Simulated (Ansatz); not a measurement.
Consider the cleavage of the B–Al bond: `C[O][AlH][BH]S` + CH₃NH₂ → `CNBS` + `C[O][AlH2]`.

Gas-phase electronic energies from Ansatz, PBE0-D4/def2-TZVP geometries. CBS: MP2 limit from def2 TZ/QZ plus the TZ coupled-cluster correction, frozen cores. Functionals use def2-TZVPP. One conformer a species, not always the lowest.

| level | ΔE (eV) |
| --- | --- |
| PBE-D4 | -1.39 |
| r2SCAN | -1.49 |
| PBE0 | -1.44 |
| HF/CBS(def2) | -1.60 |

Task: What does CCSD(T)/CBS give? (Estimate.)

Result: Computed: -1.46 eV. The listed levels differ from it by 0.07, -0.03, 0.02, -0.14 eV.

Largest T1 diagnostic among the species: 0.015.

From PBE to PBE0 (25 % exact exchange), in def2-TZVPP and without D4, ΔE moves by −0.04 eV. In def2-TZVPP, CCSD(T) changes the Hartree–Fock value by +0.13 eV (the triples alone add +0.02 eV) and MP2 by +0.04 eV.
